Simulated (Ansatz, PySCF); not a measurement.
Diatomic YH, closed-shell singlet (lowest of 2S+1 = 1, 3, 5 at CCSD(T)/def2-TZVPP on PBE0 minima; our sources give no spin for the ground state, which may be another). No spin–orbit coupling.

The constants come from a fifth-degree fit in 1/R (seven points, main isotopes). In def2 and cc sets the state is the lowest found near the PBE0 minimum, followed along R. The singlet is held restricted.

Correlated levels freeze the inner cores; with def2 sets outer-core shells near the valence are correlated too. CBS(a, b) extrapolates the correlation energy as X⁻³ and adds the Hartree–Fock energy of set b. Rows in LANL2DZ carry no dispersion term and start afresh at each structure. LANL2DZ brings its own core potentials from Na on.

Programs: Ansatz (Gaussian orbitals); PySCF for LANL2DZ rows.  In def2 rows elements past Kr take small-core potentials, without spin–orbit coupling.

Problem. What bond length and harmonic frequency does BP86/LANL2DZ give?

Solution. r_e = 1.901 Å, ω_e = 1548 cm⁻¹.

Problem. What bond length and harmonic frequency does B2PLYP/def2-TZVPP give?

Solution. r_e = 1.916 Å, ω_e = 1546 cm⁻¹.

Problem. What bond length and harmonic frequency does CCSD(T)/CBS(def2-TZVPP, def2-QZVPP) give?

Solution. r_e = 1.923 Å, ω_e = 1526 cm⁻¹.

Doubts at one or more of the structures used: a restricted determinant that unrestricted orbitals would lower (B2PLYP/def2-TZVPP, CCSD(T)/CBS(def2-TZVPP, def2-QZVPP)).

Ansatz is an electronic-structure program.
